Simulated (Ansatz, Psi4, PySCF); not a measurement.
triplet methylene (CH₂), triplet, at a GFN2-xTB geometry. Base run: PBE0/6-31G* in PySCF.

PySCF was given this input:
```python
from pyscf import gto, scf, dft

mol = gto.M(
    atom='''
C     0.00386916    0.00066529    0.10150064
H     0.00046091    0.97908788   -0.31139250
H    -0.02367585   -0.98307960   -0.29761136
''',
    basis='6-31g*',
    spin=2,
    verbose=3,
)

mf = dft.UKS(mol)
mf.xc = 'pbe0'
mf.kernel()
```

The same geometry, method and basis name were run in Ansatz (an electronic-structure program) and Psi4 and PySCF, at each program's defaults and at the settings that a row names. The base is PySCF at its defaults. Differences at the defaults can come from grids, fitting, cores and function types together.

```csv
code and settings,ΔE vs base (µEh),basis functions,E (Eh),SCF cycles,dipole (D)
"PySCF, defaults (exact integrals, its default grid, spherical functions)",0.0,18,-39.09675,8,0.63
"Psi4, defaults (density fitting with its default set, its default grid, Cartesian functions)",-673,19,-39.09742,8,0.64
"Ansatz, defaults (factorised integrals, its default grid, Cartesian functions)",-667,19,-39.09742,-,-
"PySCF, density fitting with def2-universal-jkfit",-22.7,18,-39.09677,8,0.63
"PySCF, fine grid",0.2,18,-39.09675,8,0.63
"Psi4, exact integrals, spherical functions, fine grid",0.2,18,-39.09675,10,0.63
"Ansatz, high accuracy, Cartesian functions as the basis file defines them",-666,19,-39.09742,-,-
```

Open shells are given as the SCF converged; they aren't shown to be the lowest states, and a large step between rows can be another state.
